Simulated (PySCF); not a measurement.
## From computed data to an observable: oscillator strength and radiative lifetime

C2H6BIO, SMILES COB(C)I.

The structure is a stationary point at PBE-D3(BJ)/def2-SVP. The def2 effective core potentials stand for the cores of I; spin–orbit coupling is left out. One conformer was computed; it need not be the lowest.

TDA-PBE/def2-SVPD (PySCF) puts the first singlet state with f over 0.02 at 5.40 eV (vertical), with the transition dipole (0.111, 0.841, 0.000) in atomic units.

Find the oscillator strength, the wavelength and the radiative lifetime that this transition would have in vacuum if emission retraced absorption.


|μ|² = 0.7196 au, so |μ| = 2.16 D. ΔE = 5.40/27.211 = 0.1984 hartree. f = (2/3) ΔE |μ|² = 0.095 (the program prints 0.095).
λ = 1239.84/5.40 = 230 nm; ν = 43554 cm⁻¹.
Einstein's coefficient A = 0.6670 ν² f s⁻¹ (ν in cm⁻¹) = 1.2e8 s⁻¹, so τ = 1/A = 8.3 ns. This state is S2; the lower singlet has f = 0.000. The figure is the radiative limit of this one transition; relaxation, internal conversion, crossing to triplets and a medium change what is measured.
